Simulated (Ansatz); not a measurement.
Cost and result up the ladder for CrCl₃ (4 atoms). The state is a quartet with charge 0. Geometry: B3LYP-D4/def2-SVP.

```xyz
4

Cr    0.048   -0.034    0.028
Cl    0.208    1.536    1.474
Cl    1.103    0.118   -1.829
Cl   -1.358   -1.620    0.327
```

Ansatz on 2 threads of AMD EPYC 7R43 on a shared host. Times are rough, and most runs start from the orbitals of an earlier one. ωB97X-V/def2-TZVP serves as the yardstick here, not as an exact answer. Differences are given only for rows in sets of like size (and for xTB, whose basis is part of the method), since another set adds its own error. Binding counts from free atoms at the same level (Cr septet, Cl doublet; other spins of the atoms weren't run), without zero-point energy or a counterpoise term.

LC-ωPBE has ω = 0.4 bohr⁻¹. Correlated methods freeze 20 core orbitals; core or outer-core shells of Cr are correlated, in sets that lack core-valence functions.

Correlated methods converge slowly with the basis.

```
                          level  functions  wall time  binding energy per atom (eV)  difference from ωB97X-V/def2-TZVP (eV)
          LDA (SPW92)/def2-TZVP        156      2.3 s                          3.27                                    0.60
                PBE-D4/def2-SVP         85      2.8 s                          2.87                                       –
 PBE-D4/def2-TZVP (with forces)        156      4.5 s                          2.87                                    0.20
              RPA@PBE/def2-TZVP        156      6.5 s                          2.32                                   -0.34
            r2SCAN-D4/def2-TZVP        156       10 s                          2.73                                    0.06
           r2SCAN-D4/def2-TZVPD        186       14 s                          2.73                                    0.07
PBE0-D4/def2-TZVP (with forces)        156       14 s                          2.60                                   -0.06
              LC-ωPBE/def2-TZVP        156       14 s                          2.50                                   -0.17
             BHLYP-D4/def2-TZVP        156       16 s                          2.40                                   -0.26
             PBE-QIDH/def2-TZVP        156       16 s                          2.50                                   -0.16
             PBE0-D4/def2-TZVPD        186       22 s                          2.60                                   -0.06
               B97M-V/def2-TZVP        156       27 s                          2.65                                   -0.01
              ωB97X-V/def2-TZVP        156       51 s                          2.66                                    0.00
              CCSD(T)/def2-TZVP        156    3.7 min                          2.52                                   -0.15
```
